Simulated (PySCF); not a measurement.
# Ionisation energy of I²⁺ by level of theory

I²⁺ [Kr] 4d10 5s2 5p3 (4S) → I³⁺ [Kr] 4d10 5s2 5p2 (3P), as a difference of total energies. Computed with PySCF 2.14 in aug-cc-pwCVTZ-PP with ECP28MDF, with scalar relativity through the core potential. Correlated levels: valence: 4s2 4p6 4d10 frozen. The calculations carry no spin-orbit coupling.

| method | ionisation energy (eV) |
| --- | --- |
| UHF | 29.841 |
| MP2 (valence) | 30.296 |
| SCS-MP2 (valence) | 30.166 |
| CCSD (valence) | 30.280 |
| CCSD(T) (valence) | 30.306 |

Question: How much does correlation contribute at CCSD(T) (valence)?

Answer: 30.306 − (29.841) = 0.465 eV, measured against UHF.

The reference lies between the lowest fine-structure levels, while these numbers refer to the centres of the terms.

Errors of the correlated levels include the incompleteness of this basis and the frozen core.

For comparison: 29.57 ± 0.025 eV (measured; NIST Atomic Spectra Database, ionization energies).
